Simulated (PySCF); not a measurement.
**Mg: excitation energy**

Mg [Ne] 3s2 (1S) → Mg [Ne] 3s1 3d1 (3D), as a difference of total energies. All numbers are calculated (PySCF 2.14, the non-relativistic Hamiltonian (point nucleus), in aug-cc-pVTZ with one added diffuse shell each of s, p, d, f type (7s6p4d3f, 66 functions)). Correlated levels: valence: [Ne] frozen. The calculations carry no spin-orbit coupling.

| method | excitation energy (cm⁻¹) | error (cm⁻¹) |
| --- | --- | --- |
| UHF | 40629 | -7328 |
| MP2 (valence) | 45377 | -2580 |
| SCS-MP2 (valence) | 46725 | -1232 |
| CCSD (valence) | 47075 | -882 |

Reference: 47957 cm⁻¹ (measured; NIST levels, between the centres of gravity of the two terms).

Errors of the correlated levels include the incompleteness of this basis and the frozen core.

With two correlated electrons CCSD is exact in that space.
